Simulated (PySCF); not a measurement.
The isolated species `C[SiH](C)[NH][GeH3]` is ionised with Mg Kα (hν = 1253.6 eV). Calculated photoelectron kinetic energies of its computed core levels, recoil neglected:

```csv
line,kinetic energy (eV)
1,1147.33
2,1146.71
3,963.68
4,849.92
```

Method used: delta-SCF UKS SCAN, pcX-2 on the ionised atom, pcseg-1 elsewhere, spin-free X2C in PySCF.

**Question.** Convert to binding energies and name the level and atom behind each line. Numbering: `[CH3:1][SiH:2]([CH3:3])[NH:4][GeH3:5]`.

**Answer.** Against the vacuum level, binding energy = hν − kinetic energy.

| line | binding energy (eV) | level | atoms | environment |
| --- | --- | --- | --- | --- |
| 1 | 106.27 | Si 2p3/2 | Si2 | SiH silicon |
| 2 | 106.89 | Si 2p1/2 | Si2 | SiH silicon |
| 3 | 289.92 | C 1s | C1/C3 | Si-methyl carbon |
| 4 | 403.68 | N 1s | N4 | silicon-bound nitrogen |

Out of reach at this photon energy: Si 1s (1846.2 eV).

**Question.** Where does line 2 move with hν = 1000.0 eV?

**Answer.** To 1000.0 − 106.89 = 893.11 eV; every photoline shifts by the change in photon energy, -253.6 eV.

**Question.** Give the binding energy of Si 2p3/2 of Si2 in hartree and in kJ/mol.

**Answer.** 106.27 eV = 3.9054 Eh = 10253 kJ/mol.

Other core shells, valence and Auger electrons aren't listed. Topologically equivalent atoms share the value of their first member; where this conformer doesn't relate them by symmetry, their own values could differ. Spin–orbit and ligand-field terms were added within each 2p shell after the spin-free SCF. 2p1/2 minus 2p3/2 (ligand field included): Si 0.62 eV. No level of germanium is listed. Geometry: PBE0-D3(BJ)/def2-SVP, one conformer, isolated molecule.

Conformer computed: `[CH3:1][SiH:2]([CH3:3])[NH:4][GeH3:5]`: C1–Si2–N4–Ge5 -146°.
